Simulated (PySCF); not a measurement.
# Computed records: AlBH3

Calculation on a computer-drawn molecule: vertical ionisation energy to the stated ion spin, frozen-core CCSD(T) at the basis limit and cheaper methods, single-reference cases, UHF for radicals, no spin-orbit; all values are single points at the evaluated structure, the first of each entry, which is the reference or a displaced copy of it and isn't optimised; the reference structure only sets the zero of the energies above reference; triples share is (T) over the correlation energy. Program: PySCF 2.14.0.

## AlBH3

Evaluated structure:
```xyz
5
AlBH3
B     -0.8640    -1.3252     2.7733
Al    -0.5119    -0.3891     0.7911
H     -0.4624    -0.8678     3.7552
H     -1.9096    -2.6214     2.8519
H      0.7815    -0.8014    -0.2692
```

Reference structure:
```xyz
5
AlBH3
B     -0.8330    -1.2906     2.6810
Al    -0.4471    -0.3787     0.7969
H     -0.4109    -0.8188     3.7046
H     -1.5915    -2.2192     2.7845
H      0.7411    -0.7220    -0.2052
```

It was run with charge 0, multiplicity 2, ion multiplicity 1, diffuse functions no, basis cc-pV(n+d)Z, reference is the Hartree-Fock double-zeta minimum, best is HF at quadruple zeta + MP2 correlation extrapolated from triple and quadruple zeta + CCSD(T) minus MP2 at triple zeta and basis step is the size of the change from the same recipe one zeta lower.

Drawn bonds:
| atom | other atom | order |
| --- | --- | --- |
| 1 | 2 | 1 |
| 1 | 3 | 1 |
| 1 | 4 | 1 |
| 2 | 5 | 1 |

To be estimated
1. Estimate the dipole magnitude B3LYP at triple zeta of AlBH3.
2. What ion T1 diagnostic at triple zeta does the calculation give for AlBH3?
3. What dipole magnitude r2SCAN at triple zeta does the calculation give for AlBH3?

Calculated values
1. 1.344 debye
2. 0.01561
3. 1.437 debye

Further results for AlBH3:

- ionisation energy best: 7.569 eV
- ionisation energy basis step: 0.0287 eV
- energy above reference best: 33.43 kcal/mol
- energy above reference basis step: 0.02708 kcal/mol
- total energy HF triple zeta: -268.2285 hartree
- total energy CCSD(T) triple zeta: -268.4321 hartree
- total energy best: -268.4531 hartree
- T1 diagnostic at triple zeta: 0.03269
- D1 diagnostic at triple zeta: 0.111
- spin squared at triple zeta: 0.811
- ion D1 diagnostic at triple zeta: 0.03197
- triples share at triple zeta: 0.03371
- basis functions triple zeta: 111
- dipole magnitude HF at triple zeta: 1.062 debye
- dipole magnitude CCSD unrelaxed at triple zeta: 1.091 debye
- dipole magnitude PBE at triple zeta: 1.48 debye
- dipole magnitude wB97X at triple zeta: 1.05 debye

Triple zeta:
| method | ionisation energy (eV) | energy above reference (kcal/mol) |
| --- | --- | --- |
| HF | 7.292 | 35.47 |
| PBE | 7.695 | 31.35 |
| r2SCAN | 7.822 | 33.52 |
| B3LYP | 7.684 | 33.66 |
| wB97X | 7.568 | 34.56 |
| MP2 | 7.443 | 35.34 |
| CCSD | 7.515 | 33.48 |
| CCSD(T) | 7.542 | 33.02 |
